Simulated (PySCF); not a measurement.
**How methods differ on the ionisation energy of Rb**

Rb [Kr] 5s1 (2S) → Rb⁺ [Kr] (1S), as a difference of total energies. Computed with PySCF 2.14 in def2-TZVP with the def2 core potential (28 electrons) (6s4p3d, 33 functions), with a scalar-relativistic core potential. The calculations carry no spin-orbit coupling.

```csv
method,ionisation energy (eV)
UHF,3.805
r2SCAN,4.086
PBE0,4.204
```

For comparison: 4.177 eV (measured; NIST Atomic Spectra Database, ionization energies).
